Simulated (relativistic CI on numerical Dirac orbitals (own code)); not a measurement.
# One change at a time: Sn¹⁷⁺

Base calculation: Dirac-Coulomb-Breit CI, orbitals from a KLI potential per configuration, a model potential for QED, unscaled Slater integrals.

Configuration list (outside the closed core [Ar] 3d10): 4s2.4p3, 4s.4p4, 4p5, 4s2.4p2.4d, 4s.4p3.4d, 4s2.4p2.4f, 4s.4p3.4f, 4p4.4d, 4s.4p2.4d2, 4s2.4p.4d.4f, 4s2.4p2.5s, 4p4.4f, 4s2.4p2.5p, 4p4.5s, 4s.4p2.4d.5s, 4s.4p3.5s, 4s2.4p2.5d, 4p3.4d.4f, 4s2.4p.4f.5s, 4s.4p3.5p, 4s.4p2.4f2, 4s2.4p2.5f, 4s2.4p2.5g, 4s2.4p2.6s, 4s.4p3.5d, 4s2.4p2.6p, 4s.4p2.5s2, 4s2.4p.4d2, 4s2.4d3, 4s.4p.4d3, 4s2.4d2.4f, 4s.4p.4d2.4f, 4s2.4d2.5s, 4p3.4d2, 4p2.4d3, 4p2.4d2.4f, 4p2.4d2.5s, 4s2.4p.4f2, 4s2.4d.4f2, 4s.4p.4d.4f2, 4s2.4f3, 4s.4p.4f3, 4s2.4f2.5s, 4p3.4f2, 4p2.4d.4f2, 4p2.4f3, 4p2.4f2.5s, 4s2.4p.4d.5s, 4s.4p.4d2.5s, 4s2.4d.4f.5s, 4s.4p.4d.4f.5s, 4s2.4d.5s2, 4s.4p2.4d.4f, 4p3.4d.5s, 4p2.4d.4f.5s, 4p2.4d.5s2, 4s2.4p.5s2, 4s.4p.4d.5s2, 4s2.4f.5s2, 4s.4p.4f.5s2, 4s.4p2.4f.5s, 4s.4p.4f2.5s. Double excitations out of closed p, d and f shells are left out; levels of such configurations are missing from the list, as are those of other unlisted configurations, and high levels can miss mixing partners. These lack a partner that the ground configuration has and come out too high: 4s2.4p2.5p, 4s2.4p2.5d, 4s.4p3.5p, 4s2.4p2.5f, 4s2.4p2.5g.

Variants: (1) valence Slater integrals scaled by 0.9; (2) only the first 3 configurations; (3) one mean potential for all configurations. Shifts of the energy above 4s2.4p3 4S°_3/2, in cm⁻¹, for the lowest level and the first level of each name with at least 55 % of one term (blank where a level changes its place among those of its configuration and J or its character, or is not in the variant):

```csv
Level,Base,Δ(1),Δ(2),Δ(3)
4s2.4p3 4S°_3/2,0,0,0,0
4s2.4p3 2D°_3/2,65385,+324,+2630,-10
4s2.4p3 2D°_5/2,86344,-1041,+4733,-16
4s2.4p3 2P°_1/2,116239,-3741,-153,-11
4s2.4p3 2P°_3/2,179239,-2054,+1677,-17
4s.4p4 4P_5/2,396676,+6661,+13875,+7
4s.4p4 4P_3/2,441384,+5908,+18213,+2
4s.4p4 4P_1/2,447312,+4523,+15916,+6
4s.4p4 2D_3/2,496091,+3507,+38128,-11
4s.4p4 2D_5/2,517079,+3279,+37126,-10
4s2.4p2.4d 4F_3/2,585174,+1092,,-77
4s2.4p2.4d 2F_5/2,635839,+3506,,-86
4s2.4p2.4d 4F_7/2,646142,+3755,,-82
4s2.4p2.4d 4D_3/2,651541,+1371,,-73
```

At this charge energies of transitions that change n are usually good to better than 1 %, and those within a shell (Δn = 0) to a few per cent.

Ionisation energy from the two ground configurations alone: base 466.645 eV; valence Slater integrals scaled by 0.9 466.459 eV. The NIST ASD value (theoretical) is 466 eV.

LS names give the leading component of a level, which can be under half, so a name can repeat, a term be missing and a line seem to break the LS rules.
